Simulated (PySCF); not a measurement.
Simulated C 1s region for `C/N=C\C(C#N)=C(C)C`, binding energy against the vacuum level.

Every computed line was given a Gaussian of 0.6 eV full width at half maximum and an area set by the number of equivalent atoms; the highest printed point is 100. Method used: delta-SCF UKS SCAN, pcX-2 on the ionised atom, pcseg-1 elsewhere, spin-free X2C (PySCF 2.14.0).

(binding energy (eV), intensity): (290.4, 0), (290.5, 1), (290.6, 3), (290.7, 7), (290.8, 15), (290.9, 30), (291.0, 49), (291.1, 72), (291.2, 90), (291.3, 100), (291.4, 99), (291.5, 90), (291.6, 77), (291.7, 65), (291.8, 53), (291.9, 42), (292.0, 30), (292.1, 20), (292.2, 11), (292.3, 6), (292.4, 2), (292.5, 1), (292.6, 0), (292.7, 0)

Q: Count the maxima, the lines and the sites behind this envelope.

A: The curve has 1 maximum (at 291.3 eV). Under it lie 7 lines from 7 inequivalent carbon sites. At this width some lines have no maximum of their own.

Q: Decompose the envelope and assign each component. Numbering: `[CH3:1]/[N:2]=[CH:3]\[C:4]([C:5]#[N:6])=[C:7]([CH3:8])[CH3:9]`.

A: 
```
position (eV)  relative area  line  atoms                      environment
       291.23              1  C 1s     C7  fully substituted alkene carbon
       291.25              1  C 1s     C1                  N-methyl carbon
       291.26              1  C 1s     C9                   allylic carbon
       291.37              1  C 1s     C4  fully substituted alkene carbon
       291.38              1  C 1s     C8                   allylic carbon
       291.74              1  C 1s     C3                     imine carbon
       291.85              1  C 1s     C5                   nitrile carbon
```

Lowest listed C 1s: C7, bonded to C (double bond) and 2 C. Highest, 0.62 eV above it: C5, bonded to N (triple bond) and C. Summing the Pauling electronegativity differences to the bonded atoms, each weighted by its formal bond order, gives 0.00 for the lowest site and +1.47 for the highest; no listed site has a larger sum than the highest. The smallest sum, -1.05, belongs to C9, 0.03 eV above the lowest. The values 291.23, 291.25 and 291.26 eV; the values 291.37 and 291.38 eV lie too close for their order to be trusted.

Shake-up satellites, vibrational structure and lifetime widths aren't simulated. Spin contamination (⟨S²⟩ against 0.75 for a pure doublet) is marked for C 1s of C7 (0.91), which makes this value less certain. The structure is a single PBE0-D3(BJ)/def2-SVP conformer in the gas phase; no vibrational or solvent corrections.

Conformer computed: `[CH3:1]/[N:2]=[CH:3]\[C:4]([C:5]#[N:6])=[C:7]([CH3:8])[CH3:9]`: N2–C3–C4–C5 -38°.
